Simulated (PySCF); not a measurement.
Compound: C6H13AsO.
Atom-mapped SMILES: `[OH:1][CH2:2][CH:3]1[CH2:4][CH2:5][AsH:6][CH2:7][CH2:8]1` (hydrogens: H9 on O1; H10, H11 on C2; H12 on C3; H13, H14 on C4; H15, H16 on C5; H17 on As6; H18, H19 on C7; H20, H21 on C8)

Method: PBE0-D3(BJ)/def2-SVP geometry optimisation, gas phase in PySCF 2.14.0.

(1) What internal coordinates does the optimisation give?

Results:

(1) 
| bond | length (Å) |
| --- | --- |
| O1–C2 | 1.405 |
| C2–C3 | 1.521 |
| C3–C4, C3–C8 | 1.531 |
| C4–C5, C7–C8 | 1.521 |
| C5–As6, As6–C7 | 1.974 |
| O1–H9 | 0.961 |
| C2–H10, C2–H11 | 1.109 |
| C3–H12 | 1.108 |
| C4–H13, C8–H21 | 1.106 |
| C4–H14, C8–H20 | 1.102 |
| C5–H15, C7–H18 | 1.104 |
| C5–H16, C7–H19 | 1.101 |
| As6–H17 | 1.531 |

Bonds in one row agree within 0.01 Å and their mean is given. A selection of angles:
| angle | degrees |
| --- | --- |
| C2–O1–H9 | 108.7 |
| O1–C2–C3 | 109.1 |
| O1–C2–H10 | 111.3 |
| C3–C2–H10 | 109.0 |
| H10–C2–H11 | 107.1 |
| C2–C3–C4 | 110.4 |
| C2–C3–H12 | 106.2 |
| C4–C3–C8 | 113.3 |
| C4–C3–H12 | 108.1 |
| C3–C4–C5 | 114.9 |
| C3–C4–H13 | 108.2 |
| C3–C4–H14 | 108.3 |
| C5–C4–H13 | 108.9 |
| C5–C4–H14 | 110.1 |
| H13–C4–H14 | 105.9 |
| C4–C5–As6 | 115.3 |
| C4–C5–H15 | 110.9 |
| C4–C5–H16 | 110.9 |
| As6–C5–H15 | 105.8 |
| As6–C5–H16 | 107.1 |
| H15–C5–H16 | 106.3 |
| C5–As6–C7 | 95.2 |
| C5–As6–H17 | 94.7 |

Dihedral angles: O1–C2–C3–C4 -62° (synclinal); C2–C3–C4–C5 -174° (antiperiplanar); C3–C4–C5–As6 -58° (synclinal); C4–C5–As6–C7 45° (synclinal); C5–As6–C7–C8 -45° (synclinal); As6–C7–C8–C3 58° (synclinal); C2–C3–C8–C7 174° (antiperiplanar); H9–O1–C2–C3 -178° (antiperiplanar).

As6 (arsenic bonded to 2 C and H) is pyramidal (angles 95.2°, 94.8° and 94.7°, sum 284.7°, 0.94 Å off the plane of its three neighbours). O1 (alcohol oxygen) is bent (angle 108.7°). The 6-membered ring C3–C4–C5–As6–C7–C8 has internal angles of 95.2° to 115.3°; it is puckered, 0.24 Å rms from its mean plane, widest ring torsion 62°. Of the pairs four or more bonds apart, O1···H14 is among the closest relative to their van der Waals radii: 2.56 Å, 94 % of the sum of Bondi's values.

No PBE0-D3(BJ)/def2-SVP frequencies stand behind this structure, so it isn't proved a minimum. One conformer, not necessarily the lowest (H–O1–C2–C3 -178°, O1–C2–C3–C4 -62°, C2–C3–C4–C5 -174°, C3–C4–C5–As6 -58°, C4–C5–As6–C7 45°, C5–As6–C7–C8 -45°).
